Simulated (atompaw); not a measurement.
**What one change does to a pseudopotential (gold (Au), PAW (atompaw))**

Au (Z = 79), PAW, made with atompaw 4.2.0.5 (PBE, non-relativistic). Core [Kr] 4d10 4f14, reference 5s2 5p6 5d10 6s1 6p0. Waves: 5s (bound): rc 1.45 bohr; 6s (bound): rc 2.10 bohr; 5p (bound): rc 1.40 bohr; 6p (bound, empty): rc 2.10 bohr; 5d (bound): rc 2.10 bohr; 5d channel at 0.4 Ry: rc 1.80 bohr. Local part: troulliermartins scheme with l = 3 at 0.5 Ry, radius 1.45 bohr. Core correction: smooth core density matched at 1.70 bohr. Augmentation charge: sinc compensation charge, radius 2.00 bohr; PAW radius 2.10 bohr; waves and projectors: custom polynom2 7 10 vanderbiltortho.

All-electron outer shells of the reference configuration (PBE, non-relativistic, ld1.x):

```json
{"shell": "4d", "level (eV)": "-330.12", "outermost node (bohr)": "0.20", "outermost maximum (bohr)": "0.41"}
{"shell": "4f", "level (eV)": "-94.40", "outermost node (bohr)": "–", "outermost maximum (bohr)": "0.37"}
{"shell": "5s", "level (eV)": "-84.49", "outermost node (bohr)": "0.53", "outermost maximum (bohr)": "0.93"}
{"shell": "5p", "level (eV)": "-54.25", "outermost node (bohr)": "0.54", "outermost maximum (bohr)": "0.99"}
{"shell": "5d", "level (eV)": "-8.07", "outermost node (bohr)": "0.56", "outermost maximum (bohr)": "1.20"}
{"shell": "6s", "level (eV)": "-4.12", "outermost node (bohr)": "1.24", "outermost maximum (bohr)": "2.70"}
{"shell": "6p", "level (eV)": "-0.82", "outermost node (bohr)": "1.38", "outermost maximum (bohr)": "3.93"}
```

Change: local potential troulliermartins scheme with l = 3 at 0.5 Ry, radius 2.06 bohr.

Cutoffs: the cutoffs (Ry, on a coarse ladder) from which the occupation-weighted sum of valence levels, in a spherical-Bessel basis at the reference potential, stays within 10 and 1 mRy of its value at 400 Ry; they do not see the model core or the augmentation charge, which bear on the density cutoff.

**Question.** What does the change do?

**Answer.** The potential gets neither clearly harder nor softer (70 Ry and 260 Ry → 70 Ry and 260 Ry); the bound ghost in d disappears; the range in which the s phases agree widens (upper end 0.1 → 4.5). A state that the projectors do not describe sees the local part alone, so a deeper or shallower local part can create or remove a ghost.

```tsv
quantity	base	changed
cutoff, loose	70 Ry	70 Ry
cutoff, tight	260 Ry	260 Ry
bound ghosts	d	none
s: phases at 2.10 bohr within 0.05 rad from the reference energy up to (Ry; the scan ends near 5)	0.1	4.5
p: phases at 2.10 bohr within 0.05 rad from the reference energy up to (Ry; the scan ends near 5)	1.2	1.2
d: phases at 2.10 bohr within 0.05 rad from the reference energy up to (Ry; the scan ends near 5)	n/a	2.4
lowest overlap eigenvalue by channel	s 0.53, p 0.66, d 1.00	s 0.51, p 0.65, d 1.00
```

 A true bound ghost makes a file unfit for plane-wave use even where its test errors are small: the radial tests pick states by their node count and pass the ghost by. The cutoffs see the waves, projectors and local potential, not the compensation charge or the core.
